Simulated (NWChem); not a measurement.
Species: GeSiH$_{4}$Cl$_{2}$; SMILES [SiH3][GeH]([Cl])[Cl]

Q: Give the equilibrium geometry at PBE-D3(BJ)/def2-SVP (NWChem) as a list of bonds and angles, with the point group.

A: point group Cs; any orientation.
Bond lengths (Å): Si1–Ge2 2.392, Si1–H5 1.500, Si1–H6 1.502, Si1–H7 1.502, Ge2–Cl3 2.185, Ge2–Cl4 2.184, Ge2–H8 1.552. Bond angles (°): Ge2–Si1–H5 107.0, Ge2–Si1–H6 109.1, Ge2–Si1–H7 109.2, H5–Si1–H6 110.6, H5–Si1–H7 110.6, H6–Si1–H7 110.2, Si1–Ge2–Cl3 107.3, Si1–Ge2–Cl4 107.3, Si1–Ge2–H8 120.3, Cl3–Ge2–Cl4 108.0, Cl3–Ge2–H8 106.7, Cl4–Ge2–H8 106.7.
